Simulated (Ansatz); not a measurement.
Reaction (isomerisation): `O=CC(Cl)O[SiH3]` → `O=CC[SiH](O)Cl`

Calculated with Ansatz (gas phase, PBE0-D4/def2-TZVP geometries, no zero-point term in ΔE). CCSD(T)/CBS is the MP2 limit (def2-TZVPP, def2-QZVPP) plus CCSD(T) − MP2 in def2-TZVPP, frozen cores. Functionals use def2-TZVPP. B3LYP here is the variant with VWN-RPA as its local correlation; programs differ in this. One conformer a species, not always the lowest.

| level | ΔE (kcal/mol) | difference from CCSD(T)/CBS |
| --- | --- | --- |
| PBE-D4 | -61.2 | 2.6 |
| r2SCAN-D4 | -63.9 | -0.1 |
| B3LYP-D4 | -61.1 | 2.7 |
| ωB97M-V | -63.6 | 0.2 |
| PBE | -61.1 | 2.7 |
| MP2/def2-TZVPP | -65.1 | -1.3 |
| CCSD(T)/def2-TZVPP | -62.1 | 1.7 |
| MP2/def2-QZVPP | -66.1 | -2.3 |
| SCS-MP2/def2-QZVPP | -63.4 | 0.4 |
| CCSD/CBS(def2) | -64.3 | -0.5 |
| CCSD(T)/CBS | -63.8 | 0 |

Largest T1 diagnostic among the species: 0.013.

From PBE to PBE0 (25 % exact exchange), in def2-TZVPP and without D4, ΔE moves by −2.3 kcal/mol.

CCSD(T)/CBS has its own doubt, a few kJ/mol and more with outer-core shells, so smaller differences from it don't rank the levels.
